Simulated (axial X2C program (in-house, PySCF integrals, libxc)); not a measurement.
# PBr⁺: from the spin-free to the two-component result

Calculated with an axial X2C code built on PySCF integrals. Spin-free means the one-electron spin-free X2C Hamiltonian; two-component (2c) means X2C with spin–orbit coupling and atomic mean-field two-electron Coulomb and Gaunt terms, so the difference of the two also holds small scalar two-electron terms. Basis: Br dyall-cv3z [8s9p6d4f1g], P dyall-v3z [8s7p2d1f] (cores contracted in-house); Gaussian nuclei, density fitting, unrestricted open shells. Masses: Br 78.918 u, P 30.974 u.

Spin-free state: M_S = 1/2, Λ = 1 (beyond evenly filled blocks: π+α); fragments Br + P+.

| level | Re (Å) | ωe (cm⁻¹) | De (eV) | μ (D) |
| --- | --- | --- | --- | --- |
| PW91 | 2.084 | 515.0 | 4.733 | 2.89 |

Dipoles are positive if P is the positive end and refer to the centre of mass.

(1) Within this multiplet, which Ω should lie lowest by the rule for regular and inverted multiplets?

Two-component determinant lowest at the distance of the search:

Ω = 1/2 (⟨Sz⟩ = -0.50, ⟨Lz⟩ = 1.00 at PW91); fragments Br + P+.

```csv
level,Re (Å),ωe (cm⁻¹),De (eV),μ (D)
PW91,2.086,512.5,4.690,2.84
```

(2) From the two tables, how do the constants change at the PW91 level (2c against spin-free)?

Occupations by symmetry block were frozen at the best pattern of an incomplete PBE0 search. De is counted from the lowest determinant-based energies of the atoms at the same level, without counterpoise correction. Density functionals use the spin component along the axis (collinear). The 2c atoms are single determinants rather than J levels; their spin–orbit lowering is only partly caught, and De is too large by that part. This holds for PW91. The functionals have no current-density term, which raises determinants with orbital currents, atoms included.

Answers

(1) The open π shell holds one electron, so the multiplet is regular: Ω = Λ − 1/2 = 1/2. The PBE0 2c search agrees.

(2) At the PW91 level Re goes up by 0.002 Å and ωe decreases by 2.5 cm⁻¹; De is not compared, since the atomic limits differ or miss part of their spin–orbit lowering.
